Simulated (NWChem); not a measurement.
# C$_{3}$H$_{4}$BFO; SMILES C=C=CB(O)F

```xyz
10

C      0.2464     2.6679     0.0000
C     -0.3144     1.4896     0.0000
C     -0.8559     0.2908     0.0000
B      0.0161    -1.0036     0.0000
O     -0.4988    -2.2531     0.0000
F      1.3410    -0.9112     0.0000
H      0.4923     3.1756     0.9382
H      0.4923     3.1756    -0.9382
H     -1.9537     0.2336     0.0000
H     -1.4597    -2.2672     0.0000
```
Atoms are numbered in this order, from 1.

The geometry was optimised at PBE0/def2-SVP.

Give the principal values of the shielding tensors (ppm) of C1, C2, C3, B4, O5 from B3LYP/6-31G* (spherical d), GIAO (NWChem), with their diamagnetic and paramagnetic parts as GIAO splits them.


```
atom    σ11    σ22    σ33  isotropic  diamagnetic  paramagnetic
----  -----  -----  -----  ---------  -----------  ------------
C1     41.8  149.6  176.4      122.6        271.8        -149.2
C2    -53.9  -33.8   21.3      -22.1        238.3        -260.4
C3     45.9  136.7  170.7      117.8        270.8        -153.0
B4     71.6   93.6   99.4       88.2        199.2        -111.0
O5     94.0  259.6  271.4      208.3        389.8        -181.5
```
